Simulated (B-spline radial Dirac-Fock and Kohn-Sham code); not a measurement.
EELS cross sections of the Sm M2 edge

System: neutral samarium, [Xe] 4f6 6s2. These are calculated numbers from an atomic code on a B-spline grid; the model is the first Born approximation with generalised oscillator strengths from a Dirac-Hartree-Slater potential (longitudinal and transverse terms; continuum final states only, so no white lines or fine structure). The edge is taken at 1541.0 eV (tabulated value).

Partial cross sections σ(β, Δ) in barn, integrated over a window Δ above the edge and up to the collection semi-angle β, for parallel illumination:

```csv
E₀ (kV),β (mrad),Δ = 25 eV,Δ = 50 eV,Δ = 100 eV,Δ = 200 eV,Δ = 300 eV
60,10,6.22,12.1,23.0,41.2,55.8
80,10,7.58,14.8,28.0,50.5,68.6
80,20,18.1,35.7,68.4,125,171
100,5,2.92,5.65,10.7,19.1,25.8
100,10,8.63,16.8,32.0,57.9,78.9
100,20,18.7,37.0,71.0,130,179
100,100,47.1,100,200,377,528
120,20,19.0,37.6,72.5,133,184
120,100,43.4,92.4,185,349,490
200,5,5.24,10.1,19.2,34.8,47.4
200,100,34.8,74.0,148,281,396
300,10,13.0,25.4,48.9,90.1,125
300,20,19.6,39.3,76.5,142,197
300,50,?,?,?,?,?
```

Problem. Give the row for 300 kV and 50 mrad.

Solution. 27.7 b for 25 eV, 58.1 b for 50 eV, 116 b for 100 eV, 217 b for 200 eV, 305 b for 300 eV.
